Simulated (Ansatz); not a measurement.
`C[O][Ti]([F])([Cl])[SeH]`, relaxed with RKS PBE0-D4/def2-TZVP in Ansatz 0.2.0 from a GFN2-xTB geometry. The force threshold is 0.005 eV/Å; the program also tests the step.

The species carries charge 0 and has multiplicity 1.

Start:

```xyz
10

C     1.328    0.563    1.367
O     0.320   -0.005    0.605
Ti   -0.679   -0.741   -0.489
F    -0.192   -2.038   -1.492
Cl   -2.595   -1.238    0.302
Se   -1.082    1.032   -2.032
H     0.973    0.719    2.395
H     2.205   -0.099    1.380
H     1.610    1.532    0.933
H    -1.888    0.275   -2.970
```

**Question.** How much energy does the relaxation release, and in how many steps? (Estimate.)

**Answer.** Computed: 0.35 eV, in 19 steps, 3 of them rejected.

**Question.** Which bonds change most? (Best estimate.)

**Answer.** Ansatz gave: O2–Ti3 from 1.654 to 1.726 Å; Ti3–Cl5 from 2.132 to 2.201 Å; Ti3–F4 from 1.711 to 1.755 Å; Ti3–Se6 from 2.384 to 2.418 Å.

**Question.** Give the relaxed structure. (Estimate.)

**Answer.** Computed: 
```xyz
10

C     1.343    0.537    1.398
O     0.439    0.081    0.438
Ti   -0.722   -0.642   -0.616
F    -0.093   -2.057   -1.441
Cl   -2.541   -1.184    0.497
Se   -1.182    1.115   -2.211
H     0.851    0.583    2.372
H     2.199   -0.140    1.451
H     1.690    1.535    1.120
H    -1.985    0.172   -3.008
```
